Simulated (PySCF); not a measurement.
H₂OSi, SMILES O=[SiH2].

The structure is a stationary point at ωB97X-D3(BJ)/def2-TZVP.

Two levels are set side by side: PBE/def2-TZVPD (PySCF) and B3LYP/def2-TZVPD (PySCF). Same geometry, gas phase. Differences are taken from unrounded values.

| quantity | B3LYP |
|---|---|
| orbital gap (eV) | 5.55 |
| highest occupied level (eV) | -8.08 |
| lowest empty level (eV) | -2.53 |
| dipole moment (D) | 3.76 |
| mean polarisability (bohr³) | 30.6 |

**Question.** What does PBE give, and how far is it from B3LYP? (The exact figures need the calculation; the answer reports its results.)

**Answer.** 
```
quantity                       PBE  PBE minus B3LYP
---------------------------  -----  ---------------
orbital gap (eV)              3.65            -1.90
highest occupied level (eV)  -6.83             1.26
lowest empty level (eV)      -3.18            -0.65
dipole moment (D)             3.47            -0.29
mean polarisability (bohr³)   31.9              1.3
```

Without exact exchange PBE keeps part of each electron's self-repulsion, which lifts occupied levels and narrows the gap. PBE's more diffuse valence density responds more strongly to a field. Differences between two approximate levels are no errors against the true value.

Rough cost on one machine, each run with all the roots and properties that it gave: B3LYP against PBE within a factor of 2.
